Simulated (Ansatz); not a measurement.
Z-matrix (Å, degrees):
```
C
C 1 1.508
H 1 1.092 2 110.9
H 1 1.092 2 110.0 3 -119.8
H 1 1.091 2 110.6 3 120.3
O 2 1.425 1 110.1 3 -63.5
H 2 1.093 1 110.8 3 178.7
H 2 1.095 1 111.2 3 58.3
B 6 1.333 2 121.7 1 114.3
Cl 9 1.757 6 118.4 2 -179.2
H 9 1.196 6 122.8 2 0.8
```

The species carries charge 0 and has multiplicity 1.

**Question.** List the PBE/def2-TZVPP orbital energies in eV (Ansatz). (An estimate is asked.)

**Answer.** The calculation gave: Occupied: -2738.75, -511.23, -270.72, -269.05, -249.34, -190.02, -189.90, -189.84, -178.44, -26.44, -20.55, -19.12, -15.91, -13.54, -12.19, -11.23, -11.03, -10.01, -9.69, -8.79, -8.60, -7.88, -7.45, -7.29. Lowest empty: -1.24, 0.37, 1.20, 1.28, 1.57, 2.02, 2.17, 2.42.
